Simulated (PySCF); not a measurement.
Frontier orbitals and the lowest excitations

Compound: C2H6GeO2.
Z-matrix (Å and degrees, PBE0-D3(BJ)/def2-SVP geometry), rows numbered from 1:
```
C 
O   1  1.4221
C   2  1.3387  1  116.05
O   3  1.2008  2  123.66  1    -0.08
Ge  3  1.9913  2  111.65  1   178.35
H   1  1.1000  2  110.73  3    60.91
H   1  1.0999  2  110.80  3   -59.35
H   1  1.0958  2  106.28  3  -179.28
H   5  1.5338  3  107.53  2   150.93
H   5  1.5371  3  107.33  2   -90.79
H   5  1.5355  3  110.87  2    29.28
```

The calculation used TDDFT CAM-B3LYP/def2-SVPD, vertical, gas phase, core orbitals frozen in the response (PySCF). Relativistic effects, spin–orbit coupling among them, are left out although an element past zinc is present.

Kohn–Sham orbitals with the atoms that hold most of them (Löwdin shares over 4%, at most four atoms; ? is withheld):

```
orbital  ε (eV)                             atoms
 LUMO+2    1.32    Ge5 30%, C1 13%, C3 11%, H9 9%
 LUMO+1    0.84    Ge5 47%, C3 11%, H11 9%, H9 8%
   LUMO    0.62                                 ?
   HOMO       ?    O4 53%, C3 15%, Ge5 14%, O2 8%
 HOMO-1  -10.51                                 ?
 HOMO-2  -11.16  Ge5 36%, H9 20%, H11 19%, O2 10%
 HOMO-3  -11.20  Ge5 41%, H10 30%, H9 14%, H11 6%
```

(1) Give the leading atoms of the HOMO-1.

(2) Which atoms hold the LUMO, and with what shares?

(3) What is the HOMO energy, and the HOMO–LUMO gap?

## Answers

(1) O2 (bonded to 2 C) 45%; O4 (bonded to C) 26%; C1 (bonded to O and 3 H) 11%; C3 (bonded to Ge and 2 O) 7%. By element: oxygen 71%, carbon 18%.

(2) C3 (bonded to Ge and 2 O) 30%; O4 (bonded to C) 23%; Ge5 (bonded to C and 3 H) 21%; O2 (bonded to 2 C) 13%. By element: oxygen 36%, carbon 30% or more, germanium 21%.

(3) ε(HOMO) = -9.23 eV; the gap is 9.85 eV (0.3620 hartree).

How does S1 compare with the orbital gap of 9.85 eV?

S1 is at 5.27 eV (f = 0.0041), 4.58 eV below the gap, made of HOMO→LUMO (88%). Without the coupling terms of the response equations the lowest excitation would equal the gap.

Give energy, strength and leading configuration of S1, S2 and S3, and follow the Löwdin shares of the leading atoms from the occupied to the empty orbital.

- S1 (5.27 eV, f 0.0041), HOMO→LUMO (88%): O4 53% → 23%, C3 15% → 30%
- S2 (7.25 eV, f 0.023), HOMO→LUMO+1 (81%): O4 53% → at most 9%, C3 15% → 11%, Ge5 14% → 47%
- S3 (7.75 eV, f 0.091), HOMO-1→LUMO (73%): O2 45% → 13%, O4 26% → 23%, C3 7% → 30%

Löwdin shares depend on the basis, the more so with diffuse functions.

One conformer stands for the species.
